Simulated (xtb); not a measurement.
xtb input (GFN2-xTB):

```bash
xtb mol.xyz --gfn 2 --ohess tight --chrg -1 --uhf 0
```
mol.xyz:
```
12

B      0.14474891     0.02381692    -0.08026990
C      1.72828935    -0.20511582    -0.32592243
C     -0.39746612     1.49999186    -0.11581346
C     -0.80518330    -1.20272830     0.09073075
H      1.92794675    -1.28321631    -0.28694306
H      2.31641226     0.26388965     0.45316232
H      0.38262331     2.21615711    -0.23821560
H     -0.92258401     1.73187039     0.92055991
H     -1.14294711     1.62333413    -0.87449461
H     -1.82896569    -0.85087000     0.24535068
H     -0.77029915    -1.84689127    -0.79452170
H     -0.50561913    -1.77555968     0.98830500
```

End of the output:

```
optimized geometry written to: xtbopt.xyz

           -------------------------------------------------
          | TOTAL ENERGY              -11.856773918885 Eh   |
          | TOTAL ENTHALPY            -11.750066254598 Eh   |
          | TOTAL FREE ENERGY         -11.785237790213 Eh   |
          | GRADIENT NORM               0.000173906588 Eh/α |
          | HOMO-LUMO GAP               5.168003411248 eV   |
           -------------------------------------------------

------------------------------------------------------------------------
------------------------------------------------------------------------
 total:
 SCF:
 ANC optimizer:
 analytical hessian:
```

It need not be the lowest isomer of its formula. Whether it binds its extra electron was not tested at this geometry.
